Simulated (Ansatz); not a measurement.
C4H2F8, SMILES `FC(F)C(F)(F)C(F)C(F)(F)F`, 14 atoms. Charge 0, multiplicity 1. Hardware: A = 4 threads of an AMD EPYC 7R13 on a shared host and a share of an NVIDIA H100 80 GB; B = 4 threads of an AMD EPYC 7R13 on a shared host. Correlated methods freeze the cores.

Q: Give the basis size and wall time and peak host memory of each of these runs in Ansatz. RHF-CCSD(T)/def2-SVP energy [A]; RKS PBE0-D4/def2-TZVP frequencies [A]; RKS revPBE-D4/def2-TZVPP energy [A]; RHF-MP2/def2-QZVPP energy [A]; RKS B3LYP-D4/def2-TZVPP energy and forces [A]; RHF-CCSD(T)/def2-TZVPP energy [A]; RKS ωB97M-V/def2-SVP energy [B]; RKS r2SCAN0-D4/def2-TZVPP energy [A]; RKS PBE0-D4/def2-QZVPP energy [A]; RKS PBE0-D4/def2-SVP energy [B]; direct RPA on PBE orbitals/def2-TZVPP energy [A]; RKS ωB97M-V/def2-QZVPP energy [A]. (An estimate is asked.)

A: Ansatz gave: Other jobs shared the machine, so times are rough.

```
                                level                    job  functions  wall time  peak host memory (GiB)
             RKS revPBE-D4/def2-TZVPP             energy [A]        400      2.8 s                    0.93
                 RKS PBE0-D4/def2-SVP             energy [B]        178      2.9 s                    0.88
            RKS r2SCAN0-D4/def2-TZVPP             energy [A]        400        3 s                    0.97
direct RPA on PBE orbitals/def2-TZVPP             energy [A]        400      3.4 s                       2
              RKS B3LYP-D4/def2-TZVPP  energy and forces [A]        400      3.8 s                       1
                 RHF-CCSD(T)/def2-SVP             energy [A]        178      4.2 s                    0.88
                   RHF-MP2/def2-QZVPP             energy [A]        744        6 s                     1.4
               RKS PBE0-D4/def2-QZVPP             energy [A]        744        6 s                     1.3
               RKS ωB97M-V/def2-QZVPP             energy [A]        744        7 s                     1.4
                 RKS ωB97M-V/def2-SVP             energy [B]        178        8 s                       1
               RHF-CCSD(T)/def2-TZVPP             energy [A]        400       41 s                    0.92
                RKS PBE0-D4/def2-TZVP        frequencies [A]        384    2.3 min                     1.1
```

B3LYP here is the variant with VWN-RPA as its local correlation; programs differ in this.
